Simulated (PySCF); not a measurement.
Bonds (- single, = double, # triple, : aromatic): C1#C2, C2-P3, P3-C4, C4=C5, P3-C6, C6=O7, C6-O8, O8-C9. C1 carries H10; C4 carries H11; C5 carries H12, H13; C9 carries H14, H15, H16. H12 is cis to P3; H13 is trans to P3.

Geometry: GFN2-xTB; GIAO absolute shieldings from PySCF, gas phase, non-relativistic, averaged over equivalent atoms.

At wB97X/6-31G (99 basis functions, 28 s wall time on 1 thread of an Arm Neoverse N1, shared host):
| atoms | σ (ppm) |
| --- | --- |
| C6 | 27.7 |
| C4 | 73.9 |
| C5 | 81.2 |
| C1 | 110.2 |
| C2 | 127.3 |
| C9 | 153.9 |
| P3 | 462.2 |
| O7 | -119.7 |
| O8 | 151.1 |
| H11 | 26.03 |
| H12 | 26.55 |
| H13 | 26.65 |
| H14/H15/H16 | 29.00 |
| H10 | 30.34 |

Task: Predict the values at PBE0/pcSseg-1 on the same geometry.

Result: 
```csv
atoms,σ at PBE0/pcSseg-1,change
C6,2.7,-25.0
C4,45.5,-28.4
C5,55.0,-26.2
C1,81.8,-28.4
C2,103.5,-23.8
C9,132.6,-21.3
P3,373.3,-88.9
O7,-132.3,-12.6
O8,130.4,-20.7
H11,24.90,-1.13
H12,25.52,-1.03
H13,25.42,-1.23
H14/H15/H16,27.72,-1.28
H10,29.00,-1.34
```

The largest change is at P3 (phosphorus bonded to 3 C). Cost: 195 basis functions, about 90 core-seconds. The order of the carbon signals is the same at both levels.
